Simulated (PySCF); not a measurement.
Working with the constants of GaF

RHF-CCSD(T) constants of GaF, ¹Σ⁺ (singlet), closed shell (Ga def2-SVP, F def2-SVP; no relativity (PySCF 2.14); masses 68.9256 and 18.9984 u):

```
ωe              : 668.2 cm⁻¹
ωexe            : 2.87 cm⁻¹
Be              : 0.35811 cm⁻¹
αe              : 0.00242 cm⁻¹
D (centrifugal) : 4.11e-07 cm⁻¹
De to Ga + F    : 5.70 eV
```

(1) Estimate the standard entropy (1 bar) and heat capacity of the ideal gas at 500 K, rigid rotor with B0 and harmonic oscillator at the fundamental.

Correlated steps freeze 10 core orbitals. Correlated levels converge slowly with the basis: in double zeta they bind strong bonds too weakly, by up to about 1 eV, and carry superposition errors of some tenths. Where the molecule has an RHF reference, its open-shell atoms are computed with UHF.

Results:

(1) Translation (Sackur–Tetrode, M = 87.92 u): 175.4 J/(mol K). Rotation: q = kT/(σB0) = 974 with σ = 1, 65.5. Vibration: x = hcν0/kT = 1.91, 4.10. S° = 245.1 J/(mol K); Cp = 7R/2 + 6.20 = 35.3 J/(mol K).
